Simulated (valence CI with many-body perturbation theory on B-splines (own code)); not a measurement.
# Si IX: electric-dipole lines

Method: configuration interaction combined with many-body perturbation theory (CI+MBPT): four valence electrons over a frozen Dirac-Fock core [He], a basis of 11 s, 11 p, 9 d, 7 f, 5 g, 2 h, 1 i functions for each j, with the one-electron correlation potential Σ1 (screened to all orders), the two-electron term Σ2, the three-electron term Σ3, Breit, model QED; selected single and double excitations, second order for the rest, scaled by the run's own slope (own B-spline code, finite nucleus).

No measured levels were compared; by estimate levels of excited configurations hold to 0.05 to 0.15 % of their energy, terms of the ground configuration to about 0.5 %.

Lines 151 to 200 of 275 in falling wavelength, among levels below 242.18 eV, chosen from the strongest by gf and those to the six lowest levels. Wavelengths and rates use the calculated energies, so an error of 200 cm⁻¹ moves a line at 65.10 Å by 0.013 % and its rate by three times that or more. Electric multipoles are in the length gauge, E1 and E2 with the static RPA response of the core. Weak lines are less certain than strong ones. Lines between different terms over intervals too small for the method are left out, as are lines whose strength nearly cancels. The highest levels of a list are the least certain.

Names give the largest LS component (configuration and term), which can be under half, so a name can repeat, a term be missing and a line seem to break the LS rules; names also repeat where a configuration has a term twice.

```tsv
λ vac (Å)	Upper	Lower	A (s⁻¹)	log gf	Branch %
65.10	2s2p²3s ³P_1	2s2p³ ³D°_2	6.70e+10	-0.89	46.3
64.95	2s2p²3s ³P_2	2s2p³ ³D°_3	6.92e+10	-0.66	47.6
64.75	2s²2p3p ¹P_1	2s2p³ ⁵S°_2	1.15e+05	-6.66	0.0
64.45	2s²2p3p ³D_1	2s2p³ ⁵S°_2	2.48e+05	-6.33	0.0
64.38	2s²2p3p ³D_2	2s2p³ ⁵S°_2	2.01e+05	-6.21	0.0
64.19	2s²2p3p ³D_3	2s2p³ ⁵S°_2	2.33e+05	-6.00	0.0
63.89	2s²2p3p ³S_1	2s2p³ ⁵S°_2	1.87e+07	-4.47	0.2
63.70	2s²2p3s ³P°_1	2s²2p² ¹D_2	3.35e+09	-2.21	2.8
63.62	2s²2p3p ³P_1	2s2p³ ⁵S°_2	3.03e+05	-6.26	0.0
63.59	2s2p²3s ³D_3	2s2p³ ³P°_2	4.45e+10	-0.72	24.9
63.59	2s2p²3s ³D_2	2s2p³ ³P°_2	1.71e+10	-1.29	9.6
63.59	2s2p²3s ³D_2	2s2p³ ³P°_1	3.32e+10	-1.00	18.7
63.54	2s²2p3p ³P_2	2s2p³ ⁵S°_2	3.88e+06	-4.93	0.0
63.49	2s²2p3s ³P°_2	2s²2p² ¹D_2	4.00e+08	-2.92	0.3
62.99	2s²2p3s ¹P°_1	2s²2p² ¹D_2	1.43e+11	-0.59	76.0
62.62	2s²2p3p ¹D_2	2s2p³ ⁵S°_2	1.05e+05	-6.51	0.0
61.86	2s²2p3s ³P°_1	2s²2p² ³P_2	4.90e+10	-1.07	41.0
61.78	2s²2p3s ³P°_0	2s²2p² ³P_1	1.17e+11	-1.18	100.0
61.71	2s²2p3s ³P°_1	2s²2p² ³P_1	2.80e+10	-1.32	23.4
61.66	2s²2p3s ³P°_2	2s²2p² ³P_2	8.77e+10	-0.60	74.6
61.62	2s²2p3s ³P°_1	2s²2p² ³P_0	3.83e+10	-1.18	32.1
61.56	2s2p²3s ³D_1	2s2p³ ³D°_1	9.02e+10	-0.81	50.8
61.56	2s2p²3s ³D_2	2s2p³ ³D°_1	2.23e+10	-1.20	12.5
61.56	2s2p²3s ³D_1	2s2p³ ³D°_2	3.00e+10	-1.29	16.9
61.56	2s2p²3s ³D_3	2s2p³ ³D°_2	1.84e+10	-1.13	10.3
61.56	2s2p²3s ³D_2	2s2p³ ³D°_2	8.30e+10	-0.63	46.7
61.56	2s2p²3s ³D_3	2s2p³ ³D°_3	1.13e+11	-0.35	63.0
61.56	2s2p²3s ³D_2	2s2p³ ³D°_3	1.89e+10	-1.27	10.7
61.52	2s²2p3s ³P°_2	2s²2p² ³P_1	2.95e+10	-1.08	25.1
61.20	2s2p²3s ⁵P_1	2s2p³ ⁵S°_2	9.04e+10	-0.82	99.9
61.19	2s²2p3s ¹P°_1	2s²2p² ³P_2	2.97e+08	-3.30	0.2
61.11	2s2p²3s ⁵P_2	2s2p³ ⁵S°_2	9.10e+10	-0.59	99.9
61.05	2s²2p3s ¹P°_1	2s²2p² ³P_1	1.03e+09	-2.76	0.5
60.99	2s2p²3s ⁵P_3	2s2p³ ⁵S°_2	9.19e+10	-0.45	99.9
60.95	2s²2p3s ¹P°_1	2s²2p² ³P_0	6.33e+08	-2.98	0.3
59.58	2s2p²3s ³P_1	2s2p³ ⁵S°_2	6.38e+06	-4.99	0.0
59.46	2s2p²3s ³P_2	2s2p³ ⁵S°_2	7.01e+06	-4.73	0.0
58.82	2s²2p3d ³D°_1	2s²2p² ¹S_0	2.25e+09	-2.46	0.2
58.52	2s²2p3d ³P°_1	2s²2p² ¹S_0	7.64e+08	-2.93	0.1
57.79	2s²2p3d ¹P°_1	2s²2p² ¹S_0	7.70e+11	0.06	95.5
57.60	2s²2p3d ³F°_2	2s²2p² ¹D_2	1.15e+11	-0.54	94.1
57.48	2s²2p3d ³F°_3	2s²2p² ¹D_2	3.56e+09	-1.91	17.2
57.44	2s²2p3d ¹D°_2	2s²2p² ¹D_2	2.77e+11	-0.16	91.9
57.13	2s2p²3p ³S°_1	2s²2p² ¹S_0	2.20e+08	-3.49	0.1
56.98	2s²2p3d ³D°_1	2s²2p² ¹D_2	4.93e+08	-3.14	0.0
56.95	2s²2p3d ³D°_2	2s²2p² ¹D_2	3.61e+09	-2.06	0.4
56.93	2s2p²3p ⁵D°_1	2s²2p² ¹S_0	2.13e+05	-6.51	0.0
56.88	2s²2p3d ³D°_3	2s²2p² ¹D_2	1.16e+07	-4.41	0.0
56.74	2s²2p3d ³P°_2	2s²2p² ¹D_2	1.04e+10	-1.60	1.5
56.70	2s²2p3d ³P°_1	2s²2p² ¹D_2	7.06e+08	-2.99	0.1
```
